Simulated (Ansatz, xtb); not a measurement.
## Relative energy of two isomers of C6H10O

We compare a, `C=C[C@@H]1C[C@H]1OC`, a singlet, with b, `C=C[C@@H]1C[C@@H]1OC`, a singlet. Both are isolated molecules in the gas phase, relaxed with B3LYP/def2-SVP; each stands in its lowest conformer found.

Quicker runs give these differences E(b) − E(a): GFN2-xTB +1.40 kJ/mol; HF/STO-3G +1.37 kJ/mol (at GFN2-xTB geometries); r2SCAN-D4/def2-SVP −2.08 kJ/mol (at GFN2-xTB geometries).

**Question.** Which of the two would you expect CCSD(T)/def2-SVP + ΔMP2/def2-TZVPP electronic energies to favour?

**Answer.** CCSD(T)/def2-SVP + ΔMP2/def2-TZVPP gives E(b) − E(a) = −0.32 kJ/mol, slightly favouring structure b, which is too small a margin to settle the true order.

Level by level:

| level | geometry | E(b) − E(a) (kJ/mol) | departure from the last row (kJ/mol) | job, with rough time for the two |
| --- | --- | --- | --- | --- |
| GFN2-xTB | GFN2-xTB | +1.40 | +1.72 | optimisation, 0.89 s |
| HF/STO-3G | GFN2-xTB | +1.37 | +1.69 | single point, 1.6 s |
| r2SCAN-D4/def2-SVP | GFN2-xTB | −2.08 | −1.76 | single point, 11 s |
| B3LYP/def2-SVP | B3LYP/def2-SVP | +0.33 | +0.65 | optimisation, 3.4 min |
| HF/def2-SVP | B3LYP/def2-SVP | −0.05 | +0.27 | part of the CCSD(T) run |
| MP2/def2-SVP | B3LYP/def2-SVP | −1.97 | −1.65 | part of the CCSD(T) run |
| CCSD(T)/def2-SVP | B3LYP/def2-SVP | −1.92 | −1.60 | single point |
| CCSD(T)/def2-SVP + ΔMP2/def2-TZVPP | B3LYP/def2-SVP | −0.32 |  | single point, 4.3 min |

As drawn, both hold the same kinds of bond in the same numbers.

The largest departure from CCSD(T)/def2-SVP + ΔMP2/def2-TZVPP is that of r2SCAN-D4/def2-SVP, 1.76 kJ/mol. The last row adds to CCSD(T) the change of the MP2 difference between the two basis sets, here +1.60 kJ/mol.

With thermal terms from frequencies at re-optimised GFN2-xTB minima (ideal gas, soft modes damped towards free rotors, one conformer each, 298.15 K, 1 atm): on the last row, ΔE + ΔZPE = +0.11, ΔH = −0.19, ΔG = +0.89 kJ/mol.

The correlated steps freeze 7 core orbitals. Codes used: Ansatz 0.2.0, xtb 6.7.1; the last row on 2 threads of Intel(R) Xeon(R) Processor @ 2.50GHz (Skylake/Cascade Lake) on a shared host.
